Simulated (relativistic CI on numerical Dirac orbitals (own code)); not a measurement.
**Eu33+: sensitivity of the levels to the model**

Base calculation: Dirac-Coulomb-Breit CI, separate exchange-only KLI orbitals for each configuration, model QED (radiative potential, 1s self-energy scaled to tabulated hydrogen-like ionisation energies), unscaled Slater integrals.

Configuration list (outside the closed core [Ar] 3d10): 4s2, 4s 4p, 4p2, 4s 4d, 4d2, 4s 4f, 4p 4d, 4f2, 4p 4f, 4d 4f, 4s 5s, 4s 5p, 4s 5d, 4s 5f, 4s 5g, 4s 6s. Levels of other configurations are missing.

Variants: (1) P86 correlation estimate; (2) Breit term removed. Shifts of the energy above 4s2 1S_0, in cm⁻¹, for the lowest level and the first level of each name with at least 55 % of one term (blank where a level changes its place among those of its configuration and J or its character, or is not in the variant):

| Level | Base | Δ(1) | Δ(2) |
| --- | --- | --- | --- |
| 4s2 1S_0 | 0 | 0 | 0 |
| 4s 4p 3P°_0 | 507264 | +612 | -4287 |
| 4s 4p 3P°_1 | 546961 | +613 | -3989 |
| 4s 4p 3P°_2 | 846776 | +612 | -70 |
| 4s 4p 1P°_1 | 966931 | +620 | -202 |
| 4p2 3P_0 | 1174509 | +1201 | -8434 |
| 4p2 3P_1 | 1475539 | +1205 | -4405 |
| 4p2 1D_2 | 1482665 | +1209 | -3861 |
| 4p2 3P_2 | 1792822 | +1229 | +458 |
| 4s 4d 3D_1 | 1824070 | +1305 | +2323 |
| 4s 4d 3D_2 | 1849110 | +1294 | +2750 |
| 4s 4d 3D_3 | 1893796 | +1304 | +4411 |
| 4p2 1S_0 | 1896576 | +1205 | -433 |
| 4s 4d 1D_2 | 1997210 | +1280 | +3042 |

At this charge energies of transitions that change n are usually good to better than 1 %, and those within a shell (Δn = 0) to a few per cent.

Ionisation energy from the two ground configurations alone: base 1405.62 eV; P86 correlation estimate 1406.45 eV; Breit term removed 1406.53 eV. The NIST ASD value (theoretical) is 1406 eV.

LS names give the leading component of a level, which can be under half, so a name can repeat, a term be missing and a line seem to break the LS rules.
